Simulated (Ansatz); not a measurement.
Gas-phase electronic energies from Ansatz, PBE0-D4/def2-TZVP geometries. CCSD(T)/CBS adds triple-zeta CCSD(T) − MP2 to the extrapolated MP2 energy (def2 sets, frozen cores). This one scheme is used for every species. DFT in def2-TZVPP. B3LYP here is the variant with VWN-RPA as its local correlation; programs differ in this. For Ge outer-core shells are correlated without core-valence functions, which leaves a few kJ/mol of doubt a bond. Scalar relativity is left out up to krypton. One conformer a species, not always the lowest.

Reaction (hydrogenolysis of the Si–N bond): `[NH2][GeH2][SiH](N)O` + H₂ → `[NH2][GeH2][SiH2]O` + NH₃

```json
{"level": "PBE0-D4", "ΔE (kJ/mol)": "34.9"}
{"level": "B3LYP-D4", "ΔE (kJ/mol)": "40.1"}
{"level": "r2SCAN", "ΔE (kJ/mol)": "38.9"}
{"level": "PBE0", "ΔE (kJ/mol)": "30.8"}
{"level": "SCS-MP2/def2-TZVPP", "ΔE (kJ/mol)": "42.8"}
{"level": "HF/def2-QZVPP", "ΔE (kJ/mol)": "38.4"}
{"level": "MP2/def2-QZVPP", "ΔE (kJ/mol)": "47.4"}
{"level": "HF/CBS(def2)", "ΔE (kJ/mol)": "38.6"}
```

Question: What does CCSD(T)/CBS give? (Estimate.)

Answer: The calculation gave: +41.0 kJ/mol. The listed levels differ from it by -6.1, -0.9, -2.1, -10.2, 1.8, -2.6, 6.4, -2.4 kJ/mol.

Largest T1 diagnostic among the species: 0.012.

The D4 term adds +7.3 kJ/mol with B3LYP and +4.1 kJ/mol with PBE0; it sums over pairs of atoms, weighted by their polarisabilities, and B3LYP, whose exchange is more repulsive, gets the larger term.
